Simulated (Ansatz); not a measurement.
Reactions of `CO[SiH2]C[SiH3]`.

Isolated molecules relaxed with PBE0-D4/def2-TZVP in Ansatz; ΔE leaves out vibrations. CCSD(T)/CBS adds triple-zeta CCSD(T) − MP2 to the extrapolated MP2 energy (def2 sets, frozen cores). This one scheme is used for every species. Functionals use def2-TZVPP. Open shells (•) are unrestricted, without spin–orbit coupling. Elements past krypton have def2 core potentials. For I, Se outer-core shells are correlated without core-valence functions, which leaves a few kJ/mol of doubt a bond. Scalar relativity is left out up to krypton. One conformer a species, not always the lowest.

```csv
reaction,ωB97X-V (kcal/mol),B2PLYP (kcal/mol),CCSD(T)/CBS(def2) (kcal/mol)
`CO[SiH2]C[SiH3]` + `OC[SiH2]O` → `OC[SiH2]O[SiH3]` + `CO[SiH2]C`,-24.9,-25.8,-24.9
`CO[SiH2]C[SiH3]` → `O[SiH2]CC[SiH3]`,-5.9,-5.5,-7.1
`CO[SiH2]C[SiH3]` + H₂S → `CO[SiH2]S` + `C[SiH3]`,-12.7,-13.5,-12.5
`CO[SiH2]C[SiH3]` + H₂Se → `[SiH3]C[SiH2][SeH]` + CH₃OH,7.9,8.8,6.7
`CO[SiH2]C[SiH3]` → `[CH2][SiH3]`• + `CO[SiH2]`•,95.0,89.8,95.5
`CO[SiH2]C[SiH3]` + HI → `[SiH3]C[SiH2]I` + CH₃OH,1.7,2.2,0.2
`CO[SiH2]C[SiH3]` + `N[SiH2]F` → `CO[SiH2]N[SiH2]F` + `C[SiH3]`,-14.5,-15.4,-14.8
`CO[SiH2]C[SiH3]` + `BN` → `BN[SiH2]OC` + `C[SiH3]`,-10.4,-11.4,-10.7
`CO[SiH2]C[SiH3]` + CH₃NH₂ → `CN[SiH2]OC` + `C[SiH3]`,-14.2,-14.9,-13.9
`CO[SiH2]C[SiH3]` → `C[SiH3]` + `CO[SiH]`,46.8,42.0,45.2
```

Largest T1 diagnostic: 0.015, for `CO[SiH]`.
